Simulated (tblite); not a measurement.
A geometry optimisation, step by step.

C5H11BrOSi.
Numbering: `[CH3:1][CH2:2][Si@@H:3]1[CH2:4][C@H:5]([Br:6])[CH2:7][O:8]1` (hydrogens: H9, H10, H11 on C1; H12, H13 on C2; H14 on Si3; H15, H16 on C4; H17 on C5; H18, H19 on C7)

Computed with GFN2-xTB (tblite), gas phase: L-BFGS steps from a force-field or distance-geometry start until the largest atomic force falls under 0.01 eV/Å. 8 of its 96 geometries are shown.

Step 0: E = -713.2654 eV, largest atomic force 1.832 eV/Å
```
atom  x, y, z in Å  |  force x, y, z in eV/Å
C1      2.777   -0.057   -0.666    0.402  -0.238  -0.147
C2      1.604    0.632    0.008    0.680   0.443   0.527
Si3     0.271   -0.594    0.387   -0.544  -0.257   1.624
C4     -1.056   -0.593   -0.965   -0.232  -0.610   0.755
C5     -2.263   -0.370   -0.045    1.231   0.145  -0.597
Br6    -3.799    0.219   -1.048   -0.291  -0.013   0.091
C7     -1.704    0.707    0.871   -0.865   0.213   0.736
O8     -0.702    0.088    1.650    0.482  -0.614  -1.657
H9      3.048   -0.979   -0.092   -0.228   0.727  -0.730
H10     3.652    0.610   -0.641   -0.254  -0.327  -0.317
H11     2.497   -0.303   -1.715    0.481  -0.017   0.814
H12     1.971    1.097    0.945   -0.267  -0.108  -0.458
H13     1.182    1.413   -0.621    0.362   0.264  -0.062
H14     0.746   -1.933    0.698   -0.175  -0.035   0.246
H15    -0.934    0.302   -1.574   -0.137  -0.471  -0.516
H16    -1.105   -1.547   -1.489   -0.158   0.430  -0.476
H17    -2.470   -1.275    0.538   -0.320   0.311  -0.202
H18    -1.200    1.489    0.267   -0.863   0.062   0.357
H19    -2.526    1.104    1.501    0.696   0.093   0.012
```

Step 14: E = -713.9172 eV, largest atomic force 0.321 eV/Å
```
atom  x, y, z in Å  |  force x, y, z in eV/Å
C1      2.887   -0.037   -0.693    0.145  -0.096  -0.127
C2      1.711    0.616    0.006    0.146   0.036  -0.033
Si3     0.301   -0.588    0.371   -0.132   0.011   0.292
C4     -1.062   -0.656   -0.966   -0.184   0.038  -0.020
C5     -2.275   -0.325   -0.113    0.107   0.015   0.152
Br6    -3.846    0.301   -1.094    0.162   0.062  -0.018
C7     -1.813    0.692    0.921    0.022   0.087   0.073
O8     -0.644    0.172    1.483   -0.044   0.030   0.127
H9      3.206   -0.924   -0.154   -0.016  -0.055  -0.013
H10     3.747    0.622   -0.773   -0.037   0.129   0.004
H11     2.587   -0.326   -1.695    0.092  -0.132  -0.083
H12     2.041    1.061    0.943    0.038  -0.067   0.142
H13     1.353    1.449   -0.599   -0.032   0.091  -0.113
H14     0.601   -1.877    0.980    0.094  -0.058  -0.067
H15    -0.878    0.121   -1.707   -0.149   0.063  -0.097
H16    -1.221   -1.589   -1.496    0.107  -0.082  -0.045
H17    -2.609   -1.214    0.423   -0.017  -0.090  -0.032
H18    -1.574    1.645    0.436   -0.179   0.072  -0.016
H19    -2.522    0.867    1.734   -0.123  -0.053  -0.126
```

Step 27: E = -713.9927 eV, largest atomic force 0.076 eV/Å
```
atom  x, y, z in Å  |  force x, y, z in eV/Å
C1      2.945   -0.068   -0.734   -0.055   0.041   0.026
C2      1.774    0.591   -0.015   -0.040   0.000   0.034
Si3     0.292   -0.521    0.400   -0.007   0.019  -0.025
C4     -1.072   -0.646   -0.942    0.065   0.011  -0.010
C5     -2.298   -0.326   -0.110    0.019  -0.028  -0.015
Br6    -3.791    0.391   -1.151    0.006  -0.046  -0.002
C7     -1.898    0.684    0.959    0.015   0.003   0.001
O8     -0.657    0.292    1.471    0.028   0.041   0.057
H9      3.309   -0.926   -0.173   -0.046   0.022  -0.035
H10     3.760    0.646   -0.832    0.035  -0.052  -0.041
H11     2.660   -0.400   -1.730   -0.017  -0.030   0.045
H12     2.134    0.986    0.938    0.016   0.029  -0.021
H13     1.434    1.453   -0.596    0.064  -0.029   0.014
H14     0.597   -1.819    0.998    0.018  -0.004  -0.007
H15    -0.930    0.099   -1.725   -0.013   0.039   0.011
H16    -1.163   -1.614   -1.431   -0.035   0.025   0.013
H17    -2.672   -1.228    0.377   -0.038  -0.029  -0.030
H18    -1.813    1.686    0.524    0.011   0.034  -0.025
H19    -2.619    0.727    1.780   -0.028  -0.046   0.008
```

Step 41: E = -714.0145 eV, largest atomic force 0.109 eV/Å
```
atom  x, y, z in Å  |  force x, y, z in eV/Å
C1      2.908   -0.121   -0.734   -0.001  -0.033  -0.025
C2      1.817    0.644    0.006    0.023  -0.026  -0.028
Si3     0.308   -0.431    0.417    0.017  -0.002   0.047
C4     -1.035   -0.595   -0.938    0.000   0.036  -0.010
C5     -2.283   -0.350   -0.117    0.003   0.032   0.001
Br6    -3.771    0.329   -1.201   -0.005  -0.067   0.086
C7     -1.945    0.660    0.977   -0.035   0.004   0.008
O8     -0.671    0.363    1.475   -0.006   0.020  -0.034
H9      3.251   -0.971   -0.150   -0.033   0.014   0.033
H10     3.768    0.514   -0.940   -0.041   0.024   0.022
H11     2.531   -0.498   -1.680    0.004  -0.013  -0.037
H12     2.228    1.040    0.936   -0.021  -0.042   0.002
H13     1.527    1.512   -0.591   -0.011  -0.010  -0.006
H14     0.630   -1.742    0.984   -0.004   0.015   0.029
H15    -0.927    0.185   -1.692    0.032   0.022  -0.049
H16    -1.100   -1.548   -1.457    0.075   0.018  -0.006
H17    -2.632   -1.279    0.338   -0.021   0.040  -0.041
H18    -1.950    1.679    0.575    0.046   0.013  -0.040
H19    -2.662    0.620    1.800   -0.023  -0.048   0.048
```

Step 54: E = -714.0264 eV, largest atomic force 0.059 eV/Å
```
atom  x, y, z in Å  |  force x, y, z in eV/Å
C1      2.880   -0.164   -0.745    0.005   0.001   0.001
C2      1.833    0.653    0.002    0.018  -0.004  -0.002
Si3     0.308   -0.380    0.439    0.002   0.024  -0.038
C4     -1.001   -0.536   -0.950    0.023   0.005   0.016
C5     -2.263   -0.353   -0.133    0.040  -0.021   0.019
Br6    -3.800    0.257   -1.176   -0.014  -0.002  -0.028
C7     -1.977    0.650    0.983    0.009   0.002   0.006
O8     -0.685    0.423    1.471    0.009   0.001   0.012
H9      3.208   -0.999   -0.132    0.012  -0.014  -0.014
H10     3.750    0.444   -0.989   -0.011   0.000   0.012
H11     2.472   -0.563   -1.670    0.004   0.011   0.009
H12     2.272    1.034    0.925    0.004  -0.007  -0.001
H13     1.568    1.530   -0.594   -0.021  -0.022  -0.004
H14     0.623   -1.680    1.034   -0.018  -0.007   0.000
H15    -0.898    0.262   -1.688   -0.007  -0.017   0.024
H16    -1.014   -1.484   -1.484   -0.011   0.053  -0.024
H17    -2.567   -1.308    0.299   -0.003   0.001   0.039
H18    -2.034    1.678    0.606   -0.020  -0.001  -0.036
H19    -2.685    0.544    1.809   -0.023  -0.002   0.008
```

Step 68: E = -714.0309 eV, largest atomic force 0.020 eV/Å
```
atom  x, y, z in Å  |  force x, y, z in eV/Å
C1      2.875   -0.185   -0.749   -0.002  -0.001   0.008
C2      1.845    0.646    0.005   -0.014   0.004   0.006
Si3     0.307   -0.361    0.453    0.006  -0.004   0.000
C4     -0.987   -0.500   -0.948    0.007   0.000   0.003
C5     -2.249   -0.370   -0.127   -0.018   0.007   0.006
Br6    -3.810    0.177   -1.173   -0.005  -0.009   0.007
C7     -1.990    0.651    0.978   -0.002   0.010   0.006
O8     -0.692    0.461    1.467    0.009   0.001  -0.006
H9      3.198   -1.027   -0.143    0.002  -0.012   0.000
H10     3.750    0.413   -0.995    0.009   0.004  -0.002
H11     2.455   -0.575   -1.671    0.007  -0.002  -0.006
H12     2.297    1.033    0.918   -0.004  -0.009   0.005
H13     1.576    1.515   -0.600    0.006   0.009   0.007
H14     0.588   -1.668    1.056    0.001   0.012  -0.012
H15    -0.900    0.337   -1.643   -0.001   0.004  -0.011
H16    -0.984   -1.416   -1.531   -0.005  -0.011  -0.003
H17    -2.517   -1.329    0.318    0.006  -0.011  -0.003
H18    -2.076    1.671    0.587   -0.004   0.004  -0.010
H19    -2.697    0.536    1.805    0.002   0.002   0.004
```

Step 81: E = -714.0326 eV, largest atomic force 0.030 eV/Å
```
atom  x, y, z in Å  |  force x, y, z in eV/Å
C1      2.886   -0.187   -0.746    0.003  -0.007   0.011
C2      1.856    0.641    0.012    0.002   0.009   0.006
Si3     0.303   -0.350    0.432   -0.009   0.005  -0.005
C4     -1.002   -0.492   -0.958    0.005  -0.006  -0.010
C5     -2.253   -0.377   -0.118    0.026  -0.013  -0.006
Br6    -3.842    0.119   -1.145   -0.016   0.008   0.003
C7     -1.993    0.662    0.970   -0.004  -0.006  -0.009
O8     -0.685    0.494    1.440   -0.002   0.003  -0.005
H9      3.194   -1.040   -0.148   -0.002  -0.027  -0.005
H10     3.771    0.404   -0.973   -0.010   0.009  -0.004
H11     2.472   -0.559   -1.679    0.010   0.007   0.004
H12     2.300    0.996    0.941    0.014   0.012   0.003
H13     1.610    1.530   -0.572   -0.003   0.010  -0.008
H14     0.579   -1.658    1.035   -0.012  -0.003  -0.002
H15    -0.928    0.347   -1.651   -0.016   0.000   0.005
H16    -1.003   -1.406   -1.546    0.011  -0.006   0.006
H17    -2.489   -1.338    0.342   -0.007   0.002   0.005
H18    -2.099    1.674    0.563    0.013   0.010   0.004
H19    -2.686    0.551    1.809   -0.003  -0.006   0.005
```

Step 95: E = -714.0332 eV, largest atomic force 0.009 eV/Å
```
atom  x, y, z in Å  |  force x, y, z in eV/Å
C1      2.890   -0.189   -0.742   -0.001   0.003   0.002
C2      1.862    0.642    0.015   -0.002   0.001   0.000
Si3     0.302   -0.343    0.426    0.001  -0.002  -0.003
C4     -1.006   -0.491   -0.963   -0.001  -0.001   0.004
C5     -2.253   -0.381   -0.115   -0.006   0.005   0.002
Br6    -3.854    0.105   -1.130    0.002   0.000  -0.001
C7     -1.993    0.663    0.966   -0.001   0.004   0.002
O8     -0.683    0.503    1.433    0.000   0.000  -0.003
H9      3.188   -1.052   -0.153   -0.008  -0.003  -0.003
H10     3.779    0.399   -0.960    0.001   0.001   0.002
H11     2.479   -0.547   -1.683    0.004   0.001   0.002
H12     2.305    0.994    0.947    0.001  -0.001  -0.002
H13     1.621    1.534   -0.567    0.001  -0.002  -0.003
H14     0.566   -1.656    1.023    0.004  -0.001   0.001
H15    -0.944    0.348   -1.658    0.002  -0.002   0.003
H16    -1.001   -1.407   -1.547    0.000   0.000   0.000
H17    -2.482   -1.341    0.350    0.004   0.000  -0.001
H18    -2.101    1.674    0.556   -0.002   0.000   0.000
H19    -2.683    0.554    1.808   -0.001  -0.004  -0.001
```

Task: Summarise the path.

Result: The energy falls by 17.70 kcal/mol from step 0 to step 95; nine tenths of that is first reached at step 17. It falls at every step. The largest force goes from 1.832 to 0.009 eV/Å. Among the bonds Si3–O8 changes most, from 1.734 to 1.643 Å; the atoms move by 0.381 Å rms after alignment.

Task: Follow the three bonds and two angles with the largest change from start to end.

Result: 
```csv
step,E above end (kcal/mol),largest force (eV/Å),Si3–O8 (Å),C2–Si3 (Å),C1–H9 (Å),Si3–O8–C7 (°),H15–C4–H16 (°)
0,17.70,1.832,1.734,1.850,1.119,99.7,117.1
4,8.23,0.394,1.647,1.875,1.080,106.8,107.6
8,5.66,0.434,1.660,1.907,1.090,108.0,105.6
12,3.34,0.331,1.641,1.898,1.084,112.0,108.4
17,1.75,0.200,1.646,1.900,1.089,112.5,107.3
21,1.22,0.139,1.649,1.896,1.084,113.4,107.3
25,1.01,0.098,1.648,1.897,1.088,113.8,106.9
29,0.88,0.069,1.647,1.897,1.086,114.4,107.6
33,0.78,0.086,1.647,1.898,1.086,113.9,107.8
37,0.64,0.119,1.647,1.900,1.087,115.0,107.4
41,0.43,0.109,1.646,1.898,1.087,114.5,107.7
45,0.29,0.127,1.643,1.894,1.086,114.6,107.5
50,0.20,0.050,1.643,1.892,1.087,114.5,107.3
54,0.16,0.059,1.642,1.893,1.086,114.7,107.9
58,0.10,0.061,1.643,1.891,1.086,114.6,107.8
62,0.08,0.035,1.643,1.892,1.087,114.5,107.6
66,0.06,0.022,1.643,1.893,1.086,114.6,107.7
70,0.05,0.017,1.643,1.892,1.086,114.6,107.7
74,0.04,0.029,1.643,1.891,1.087,114.6,107.7
78,0.03,0.030,1.643,1.891,1.086,114.6,107.8
83,0.01,0.021,1.643,1.890,1.087,114.6,107.7
87,0.00,0.016,1.643,1.890,1.087,114.6,107.8
91,0.00,0.012,1.643,1.890,1.087,114.6,107.7
95,0.00,0.009,1.643,1.890,1.087,114.5,107.8
```

What follows is the cost of the whole relaxation. Hardware: one thread, Arm Neoverse N1 (aarch64), no GPU, shared host with 64 logical CPUs at a one-minute load of 56. Cost: 1.4 s wall.
